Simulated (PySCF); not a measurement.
Computed with B3LYP-D3(BJ)/def2-TZVP // PBE0-D3(BJ)/def2-TZVP (PySCF). Isolated molecules, 0 K electronic values unless said otherwise. B3LYP has the VWN-RPA correlation part, as in Gaussian. Excitations are Tamm–Dancoff values on a coarser integration grid. The basis has no diffuse functions, so Rydberg states are missing or too high.

Reference species (SMILES): `[F][Sn]([F])([F])[F]` (neutral, multiplicity 1).

| Quantity | Value |
|---|---|
| S1 excitation (TDA) | 6.64 eV |
| S1 oscillator strength | 0.000 |

Changed species: `[F][SnH]([F])[F]` (1 of 4 F replaced by H; the reference has 0 of 4 F replaced by H).

Q: Predict the effect on the S1 excitation (TDA) and S1 oscillator strength.

A: the S1 excitation (TDA) goes up by 0.70 eV, to 7.34 eV; the S1 oscillator strength hardly moves.
